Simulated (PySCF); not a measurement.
## Relaxation of quartet Ta3

All numbers come from UPBE0 in PySCF with Ta def2-TZVP with ECP60; scalar-relativistic core potentials, no spin–orbit coupling; density-fitted integrals. A (50,194) grid was used.

A hand-made obtuse triangle start, of C2v symmetry, held to at least that symmetry:

```xyz
3
charge 0 multiplicity 4, angstrom
Ta    0.0000   -1.1680    0.0000
Ta    2.2776    0.5840    0.0000
Ta   -2.2776    0.5840    0.0000
```

What does it relax to?

It ends at C2v with Ta–Ta 2.384 Å (×2), Ta–Ta 2.823 Å; Ta–Ta–Ta 53.7° (×2), Ta–Ta–Ta 72.6° (after a last refinement on a finer grid). A frequency run shows a minimum. Other isomers or separated fragments may lie lower.

How much energy is released, and in how many steps?

310.4 kJ/mol in 10 steps.

Open d and f shells are described by one determinant, and the ground state may have another occupation or spin. No spin–orbit coupling is included, which matters more the heavier the element.

The relaxation took 83 s on 4 threads of a shared Arm Neoverse V1 host, with 120 basis functions and 12 gradients; the process peaked at 0.64 GiB. Launch command: `OMP_NUM_THREADS=4 python axn.py task.json out`.
